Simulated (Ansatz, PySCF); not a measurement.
Spin states of F2Zr (SMILES [F][Zr][F]), each relaxed with B3LYP-D3(BJ)/def2-TZVP.
State 1 (charge 0, multiplicity 3):
```tsv
atom	x (Å)	y (Å)	z (Å)
Zr	0.4529	0.0584	-0.0790
F	-0.5058	1.3189	-1.1734
F	0.0198	-1.3300	1.1820
```
State 2 (charge 0, multiplicity 1):
```xyz
3

Zr     0.670     0.078    -0.105
F     -0.580     1.143    -1.013
F     -0.122    -1.174     1.047
```

Singlets are restricted, other states unrestricted; no spin–orbit coupling, no relativity up to Kr; see below for the cores. The largest T1 diagnostic is 0.022.

Correlated levels freeze the inner cores; with def2 sets outer-core shells near the valence are correlated too.

The values were computed with Ansatz (a quantum-chemistry and plane-wave program); PySCF for the dispersion terms.  In def2 rows elements past Kr take small-core potentials, without spin–orbit coupling.

```json
[
 {"level": "B97M-V/def2-TZVPP", "energy of the multiplicity-1 state less that of the multiplicity-3 state (kcal/mol)": "11.10"},
 {"level": "B3LYP/def2-TZVPP", "energy of the multiplicity-1 state less that of the multiplicity-3 state (kcal/mol)": "8.56"},
 {"level": "PBE0-D3(BJ)/def2-TZVPP", "energy of the multiplicity-1 state less that of the multiplicity-3 state (kcal/mol)": "12.24"},
 {"level": "PBE0-D4/def2-TZVPP", "energy of the multiplicity-1 state less that of the multiplicity-3 state (kcal/mol)": "12.23"},
 {"level": "BHLYP-D3(BJ)/def2-TZVPP", "energy of the multiplicity-1 state less that of the multiplicity-3 state (kcal/mol)": "13.03"},
 {"level": "CAM-B3LYP/def2-TZVPP", "energy of the multiplicity-1 state less that of the multiplicity-3 state (kcal/mol)": "9.39"},
 {"level": "CAM-B3LYP-D4/def2-TZVPP", "energy of the multiplicity-1 state less that of the multiplicity-3 state (kcal/mol)": "9.36"},
 {"level": "wB97X-V/def2-TZVPP", "energy of the multiplicity-1 state less that of the multiplicity-3 state (kcal/mol)": "?"},
 {"level": "B2PLYP-D4/def2-TZVPP", "energy of the multiplicity-1 state less that of the multiplicity-3 state (kcal/mol)": "?"}
]
```

Task: What belongs in the gaps?

Result: 
- wB97X-V/def2-TZVPP, energy of the multiplicity-1 state less that of the multiplicity-3 state (kcal/mol): 7.93
- B2PLYP-D4/def2-TZVPP, energy of the multiplicity-1 state less that of the multiplicity-3 state (kcal/mol): 7.10

Doubts at one or more of the structures used: a restricted determinant that unrestricted orbitals would lower (B2PLYP-D4/def2-TZVPP).
